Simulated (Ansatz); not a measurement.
Basis-set extrapolation for CH$_{5}$F$_{3}$Si$_{2}$, SMILES `F[SiH2]C[SiH](F)F` (PBE0-D4/def2-TZVP geometry, frozen core, Ansatz 0.2.0). Multiplicity 1, RHF reference.

```json
{"": "HF", "def2-TZVPP": "-917.369575", "def2-QZVPP": "-917.404824"}
{"": "MP2 correlation", "def2-TZVPP": "-1.159459", "def2-QZVPP": "-1.263212"}
{"": "CCSD(T) correlation", "def2-TZVPP": "-1.231136", "def2-QZVPP": "not run"}
```

Energies in hartree. Use E(X) = E(∞) + A·exp(−7.88·√X) for Hartree–Fock and E(X) = E(∞) + B·X^(−2.97) for correlation, with X = 3 and 4, and add CCSD(T) minus MP2 of the smaller set to the MP2 limit.

What is the CCSD(T) energy at the basis-set limit?

HF limit: -917.404824 + (-0.035249) × 0.13774 = -917.40968. MP2 limit: -1.263212 + (-0.103753) × 0.74074 = -1.34007. Higher-order term: -1.231136 − (-1.159459) = -0.07168. Total: -918.82143 hartree, 138.5 kcal/mol below CCSD(T)/def2-TZVPP.
